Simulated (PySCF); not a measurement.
Compound: C₈H₅F₃OS.
Structure used (PBE0-D3(BJ)/def2-SVP), in Å, numbered top down from 1:
```xyz
18
C8H5F3OS angstrom
O      1.7306    1.9895    0.2813
C      1.4453    0.8090    0.2752
C      0.1149    0.2408    0.0178
C     -0.0751   -1.1580    0.1024
C     -1.3032   -1.7454   -0.1327
C     -2.3943   -0.9368   -0.4665
C     -2.2445    0.4360   -0.5550
C     -1.0050    1.0557   -0.3157
S     -1.0213    2.7978   -0.4757
C      2.6285   -0.1563    0.5729
F      3.7418    0.5284    0.7366
F      2.4033   -0.8562    1.6890
F      2.8152   -1.0226   -0.4265
H      0.7630   -1.8011    0.3641
H     -1.4146   -2.8282   -0.0570
H     -3.3726   -1.3840   -0.6583
H     -3.1004    1.0644   -0.8131
H      0.2860    2.9691   -0.1531
```

Method: PySCF, PBE0-D3(BJ)/def2-SVP geometry optimisation, gas phase.

Take the most abundant isotopes and a rigid rotor. The values belong to one conformer with, in the numbering `[O:1]=[C:2]([c:3]1[cH:4][cH:5][cH:6][cH:7][c:8]1[SH:9])[C:10]([F:11])([F:12])[F:13]`, O1–C2–C3–C4 -177°, C7–C8–S9–H 179°.

Q: Give the principal moments of inertia and the rotational constants in MHz.

A: Ia = 459.13, Ib = 935.60, Ic = 1305.70 u·Å²; 505379 MHz·u·Å²/I gives A = 1101, B = 540.2, C = 387.1 MHz.

Q: Classify the top.

A: An asymmetric top. Ray's parameter κ = (2B − A − C)/(A − C) = -0.571; −1 is the prolate and +1 the oblate limit.

Q: Is it planar, by Δ = Ic − Ia − Ib?

A: Not planar: Δ = Ic − Ia − Ib = -89.03 u·Å². For a rigid frame Δ = −2 Σ m c², so Σ m c² = 44.51 u·Å² lies off the ab plane: 0.01 from hydrogen and 44.51 from heavier atoms. The atom farthest from that plane is 1.09 Å away.

Q: Which lines would a microwave search look for?

A: The dipole components are |μa| = 1.82 D, |μb| = 2.35 D, |μc| = 0.01 D. The squared components, which scale the intensities, stand as 0.60 : 1.00 : 0.00 (a : b : c). Some lines, for components of 0.1 D or more:

```csv
type,branch,"J(Ka,Kc)",MHz,lower level (cm⁻¹)
b,R,"4(2,2) ← 3(3,1)",850,0.377
b,R,"2(0,2) ← 1(1,1)",1267,0.050
b,R,"1(1,1) ← 0(0,0)",1488,0.000
b,R,"3(0,3) ← 2(1,2)",2243,0.106
b,R,"2(1,2) ← 1(0,1)",2262,0.031
b,Q,"3(2,2) ← 3(1,3)",2386,0.191
b,Q,"3(3,1) ← 3(2,2)",3201,0.271
b,Q,"5(4,1) ← 5(3,2)",4334,0.662
a,R,"5(3,3) ← 4(3,2)",4702,0.503
a,R,"5(1,4) ← 4(1,3)",4866,0.353
b,R,"5(5,1) ← 4(4,0)",10374,0.650
```

PBE0-D3(BJ)/def2-SVP frequencies: not computed here. No vibrational averaging or centrifugal distortion is included, and the geometry carries the error of its method.

Hardware: x86-64 server, one thread, shared host. Cost: 3.7 min of wall time. These figures are those of the optimisation.
